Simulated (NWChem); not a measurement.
Molecule: SiPH$_{4}$, doublet; SMILES [SiH3][PH]

Results from NWChem. Pople sets run with spherical d functions. Spin-unrestricted. All runs use the structure optimised with PBE0-D3(BJ)/def2-TZVP, spin-unrestricted. No stability test was run on the SCF state. Level PBE/6-31G*: energy and gradient; each run changes one setting, and changes count from the defaults (medium grid, exact Coulomb integrals, symmetry on).

Question: Which setting moves the energy most, and by about how much (symmetry off; defaults; coarse grid; Becke weights; Coulomb fitting, Weigend set)?

Answer: Coulomb fitting, Weigend set, by about 300 μHa.
```tsv
setting	size of the energy change (μHa)	largest change of a gradient component (μHa/bohr)
defaults	< 10	< 30
Becke weights	< 10	70
symmetry off	< 10	other frame
Coulomb fitting, Weigend set	300	60
coarse grid	60	400
```
